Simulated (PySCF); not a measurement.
SMILES [SeH]C[SeH] (PBE0/def2-SVP optimised geometry):

```
7

Se     1.360    -0.821     0.000
C     -0.588    -0.821     0.000
Se    -1.483     0.910     0.000
H      1.483     0.005     1.211
H     -0.880    -1.399    -0.887
H     -0.968    -1.345     0.887
H     -0.805     1.399    -1.210
```

Method: PySCF with PBE0/def2-TZVP.

Question: What are the frontier orbital energies and the dipole moment?

Answer: HOMO-2 -9.17 eV, HOMO-1 -7.04 eV, HOMO -6.49 eV, LUMO -0.76 eV, LUMO+1 0.69 eV; dipole moment 0.52 D.

Meta-Löwdin charges at PBE0/def2-TZVP: Se1 -0.01, C2 -0.39, Se3 -0.01, H4 0.07, H5 0.14, H6 0.14, H7 0.07.
